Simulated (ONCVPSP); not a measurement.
# u(r) = r·R(r): atom against pseudo-atom (copper (Cu))

Columns: radius, all-electron u(r) and pseudo u(r) of the 3d shell (level -5.06 eV) of copper in the configuration [Ne] 3s2 3p6 3d10 4s1; PBEsol, scalar-relativistic, ONCV scheme, ONCVPSP 4.0.1.

```csv
r (bohr),all-electron,pseudo
0.062,0.0341,0.0067
0.125,0.1650,0.0511
0.188,0.3489,0.1562
0.250,0.5316,0.3186
0.312,0.6882,0.5174
0.375,0.8103,0.7211
0.438,0.8946,0.8908
0.500,0.9443,1.0015
0.562,0.9675,1.0517
0.625,0.9701,1.0508
0.688,0.9574,1.0163
0.750,0.9346,0.9680
0.812,0.9052,0.9188
0.875,0.8710,0.8741
0.938,0.8345,0.8346
1.000,0.7977,0.7976
1.062,0.7609,0.7608
1.125,0.7242,0.7241
1.188,0.6885,0.6884
1.250,0.6546,0.6545
1.312,0.6222,0.6222
1.375,0.5909,0.5908
1.438,0.5611,0.5610
1.500,0.5333,0.5332
1.562,0.5070,0.5069
1.625,0.4817,0.4816
```

Task: How many radial nodes do the two functions have?

Result: The all-electron 3d function has n − l − 1 = 0; the pseudo-wave has 0.

Task: At about which radius was the pseudo-wave matched?

Result: 1.00 bohr, where the columns begin to agree (steps of 0.06 bohr).

Task: Is the pseudo-wave norm-conserving?

Result: Yes: the ONCV scheme keeps the norm inside the radius equal to the all-electron one, which fixes the energy derivative of the logarithmic derivative at the level.
